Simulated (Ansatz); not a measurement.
Abridged output of a molecular run in Ansatz:

```
Functional definition: HF
1525 factors; integrals over basis functions are off by at most 1.1e-3 eV
mean field evaluation 1: about -58388.8851 eV, gradient 3.8e1 eV
mean field evaluation 2: about -58389.2057 eV, gradient 3.8e1 eV
mean field evaluation 4: about -58393.3531 eV, gradient 5.2e0 eV
mean field evaluation 8: about -58393.4610 eV, gradient 7.4e-1 eV
mean field evaluation 16: about -58393.4638 eV, gradient 2.6e-6 eV
mean field -58393.46375547 eV, -2145.9202125021 hartree, gradient 2.5e-6 eV, S^2 0.000000; 0 other end points of the search recorded, 0 dependent functions left out
16 core orbitals not correlated: weight in the atoms' cores, before any rotation towards them, 1.000 or more for the frozen orbitals, at most 0.000 for the correlated occupied ones
reference -58393.46375547 eV, -2145.9202125021 hartree; 15, 15 occupied and 221, 221 virtual orbitals, 1525 factors
second order -26.84392591 eV of doubles, -0.00000000 eV of singles
cycle   1  -25.59414157 eV  change     1.2e0 eV  update   1.4e-1
cycle   2  -26.40566690 eV  change   -8.1e-1 eV  update   5.3e-2
cycle   3  -26.58745136 eV  change   -1.8e-1 eV  update   2.5e-2
cycle   4  -26.55988267 eV  change    2.8e-2 eV  update   8.8e-3
cycle   5  -26.54954172 eV  change    1.0e-2 eV  update   4.1e-3
cycle   6  -26.55261208 eV  change   -3.1e-3 eV  update   1.8e-3
cycle   7  -26.55210535 eV  change    5.1e-4 eV  update   7.5e-4
cycle   8  -26.55156487 eV  change    5.4e-4 eV  update   3.3e-4
cycle   9  -26.55188265 eV  change   -3.2e-4 eV  update   1.6e-4
cycle  10  -26.55191475 eV  change   -3.2e-5 eV  update   6.9e-5
cycle  11  -26.55183241 eV  change    8.2e-5 eV  update   3.0e-5
cycle  12  -26.55188035 eV  change   -4.8e-5 eV  update   1.4e-5
cycle  13  -26.55187205 eV  change    8.3e-6 eV  update   5.4e-6
perturbative correction -1.06733862 eV, -0.0392239710 hartree
Total energy: -58421.08296614 eV, -2146.9351997734 hartree
```

Its atoms:

Cartesian coordinates in Å:
```
C -0.286 0.535 -0.109
C 0.542 0.663 1.178
Zn 0.758 -1.352 1.206
Si -0.243 -1.230 -0.951
H -1.343 0.726 0.096
H 0.044 1.249 -0.873
H 0.019 1.141 2.003
H 1.504 1.152 1.025
H 0.608 -1.221 -2.181
H -1.603 -1.662 -1.394
```

Which basis set was used?
A. def2-TZVPPD
B. def2-TZVPP
C. cc-pV(Q+d)Z
D. def2-SVPD

B. It gives 252 functions.

Write the keys of the input that set method, charge and spin (a neutral closed shell needs none for the last two).


```yaml
correlation: {method: ccsd_t, frozen_orbitals: {C: 1, H: 0, Si: 5, Zn: 9}}
```
